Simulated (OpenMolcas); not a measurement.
## Se3+: the spin-orbit constant, worked from levels

```yaml
Program: OpenMolcas 26.06
Basis: ANO-RCC-VTZP [6s5p3d1f]
Scalar_Hamiltonian: DKH2, point nucleus
Active_space: 3 electrons in 4 orbitals (4s 4p)
State_averaging: 2S+1 = 4 odd, 1 root; 2S+1 = 2 odd, 11 roots; 2S+1 = 4 even, 3 roots; 2S+1 = 2 even, 9 roots
Spin-orbit_coupling: RASSI with atomic mean-field integrals over the reference wave functions, term energies averaged over their components
```

Methods: CASSCF; MS-CASPT2, IPEA 0.25 Eh, imaginary shift 0.1 Eh (closed shells correlated: 3d). Measured levels: Moore, Atomic Energy Levels, vol. II, NSRDS-NBS 35 (1971 reprint of NBS Circular 467, 1952).

**The spin-orbit constant.** For the Hund term ²P° of p1, E(J) = (A/2) J(J+1) + constant and ζ = 2S·A = A. From J = 1/2 to J = 3/2 the energy changes by 1.5 A.

```
   Source  E(3/2) - E(1/2)       A     ζ
   CASSCF           3902.2  2601.5  2601
MS-CASPT2           3918.2  2612.1  2612
 measured           4376.0  2917.3  2917
```

All in cm-1. MS-CASPT2 is off by -10.5 % and CASSCF by -10.8 %. Both methods take the spin-orbit matrix elements from the reference wave functions, so the second can move ζ only through the term energies and any multistate remixing.

Over all roots computed the reference weight is 0.90 to 0.99 in MS-CASPT2; the roots of lowest weight are the least certain, and an intruder state may touch them. Measured partners are found by configuration, term and J. A level has none where our copy of the source lacks it or the pairing is in doubt (some pairs that miss far off the trend of their configuration count as doubtful), and it then counts in no deviation. Levels of configurations outside the active space are missing.

° marks odd parity.
